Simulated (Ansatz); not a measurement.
Molecule: C3H8OSe, net charge 0, singlet state. SMILES: OCCC[SeH]
Structure (B3LYP-D3(BJ)/def2-TZVP (Ansatz, an electronic-structure program) minimum search):
```
C
H 1 1.0914
H 1 1.0925 2 106.89
C 1 1.5197 2 109.12 3 117.27
H 4 1.0979 1 109.94 2 -179.58
H 4 1.0979 5 107.68 1 119.63
O 4 1.4239 5 110.75 6 121.26
H 7 0.9624 4 108.93 5 -59.75
C 1 1.5197 2 110.15 3 -119.68
H 9 1.0888 1 111.96 2 178.75
H 9 1.0909 10 107.71 1 -122.83
Se 9 1.9761 10 107.68 11 -111.16
H 12 1.4723 9 94.91 10 -62.35
```

Property: atomisation energy (electronic, to ground-state atoms), in eV. Correlated levels leave the core frozen unless marked. Open shells are spin-unrestricted. No spin-orbit coupling. The frozen core is the preceding noble-gas configuration, with the filled d and f shells of earlier blocks. No relativistic terms. The coupled-cluster limit lacks core correlation, which all-electron functionals hold. CBS marks a two-point X^-3 extrapolation of the correlation energy; Hartree-Fock from the larger set. [CCSD(T)-MP2]/basis is that difference in the basis named.

| level | program | atomisation energy (eV) |
|---|---|---|
| HF/aug-cc-pVQZ | Ansatz | 35.85 |
| revPBE-D4/def2-TZVPD | Ansatz + dftd4 | 49.35 |
| PBE0/def2-TZVPD | Ansatz | 49.49 |
| r2SCANh/def2-TZVPD | Ansatz | 49.23 |
| MP2/cc-pVTZ | Ansatz | 48.83 |
| RI-MP2/aug-cc-pVQZ | Ansatz | 49.76 |
| CCSD/CBS(cc-pVTZ,cc-pVQZ) | Ansatz | 48.72 |
| CCSD(T)/cc-pVDZ | Ansatz | 45.77 |
| RI-MP2/CBS(aug-cc-pVTZ,aug-cc-pVQZ)+[CCSD(T)-MP2]/aug-cc-pVTZ | Ansatz | 49.58 |
| CCSD(T)/CBS(cc-pVTZ,cc-pVQZ) | Ansatz | 49.51 |
